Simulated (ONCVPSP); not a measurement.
What one change does to a pseudopotential (Re (Z = 75), ONCV)

ONCVPSP 4.0.1 input, shortened (lines: element, Z, core and valence counts, functional; n l f; lmax; l rc ep ncon nbas qcut; lloc lpopt rc5 dvloc0; l nproj debl; icmod fcfact rcfact), LDA (Perdew-Wang 92), fully relativistic:

```
  Re 75.00   12    2  -001012      upf
    1    0    2.00
    2    0    2.00
    2    1    6.00
    3    0    2.00
    3    1    6.00
    3    2   10.00
    4    0    2.00
    4    1    6.00
    4    2   10.00
    4    3   14.00
    5    0    2.00
    5    1    6.00
    5    2    5.00
    6    0    2.00
    2
    0    2.45    0.00    4    8    2.20
    1    2.55    0.21    4    7    3.20
    2    2.05    0.00    3    7    6.60
    4    5    1.55    0.00
    0    2    2.90
    1    1    1.80
    2    3    3.00
    0    0.00    0.00
```

Open shells are filled in proportion to 2j + 1.

In the p channel the program set the typed energies aside and used 0.050 Ha (j = l + 1/2; the other j can differ).

Change: functional PBEsol.

Cutoffs: the cutoffs (Ha) at which the residual kinetic energy of the hardest occupied pseudo-wave falls to 1 and 0.1 mHa per electron; they do not see the model core or the augmentation charge, which bear on the density cutoff. Errors are all-electron minus pseudo energies relative to the spin-unpolarised reference configuration.

What does the change do?

The potential gets neither clearly harder nor softer (15 Ha and 25 Ha → 15 Ha and 25 Ha); both files keep a bound ghost (p, s); of the 4 tests that both files solve, the error grows in 1 and shrinks in 2 by more than 15 % and 0.3 meV (median size 19.7 → 3.7 meV).

| quantity | base | changed |
| --- | --- | --- |
| cutoff, loose | 15 Ha | 15 Ha |
| cutoff, tight | 25 Ha | 25 Ha |
| loose cutoff by channel | s 7.9 Ha, d 15 Ha | s 7.7 Ha, d 15 Ha |
| bound ghosts | s, p3/2, p1/2 | s, p3/2, p1/2 |
| GHOST(+) flags under 300 eV | none | none |
| error for 5d5 6s1, meV [ΔE 9.51 → 9.30 eV] | +4.3 | -3.9 |
| error for 5d5 6s0, meV [ΔE 26.18 → 25.65 eV] | +35 | +3.6 |
| error for 5d4 6s0, meV [ΔE 53.62 → 52.80 eV] | +94 | +18 |
| error for 5d5 6s1.5, meV [ΔE 3.90 → 3.81 eV] | +0.7 | -1.1 |
| s: phases at 2.49 bohr within 0.05 rad from the reference energy up to (Ha; the scan ends near 5) | 3.3 | n/a |
| p3/2: phases at 2.58 bohr within 0.05 rad from the reference energy up to (Ha; the scan ends near 5) | 1.2 | 1.2 |
| p1/2: phases at 2.58 bohr within 0.05 rad from the reference energy up to (Ha; the scan ends near 5) | 1.9 | 1.9 |
| d5/2: phases at 2.08 bohr within 0.05 rad from the reference energy up to (Ha; the scan ends near 5) | to the end of the scan | to the end of the scan |
| d3/2: phases at 2.08 bohr within 0.05 rad from the reference energy up to (Ha; the scan ends near 5) | to the end of the scan | to the end of the scan |

 A true bound ghost makes a file unfit for plane-wave use even where its test errors are small: the radial tests pick states by their node count and pass the ghost by.
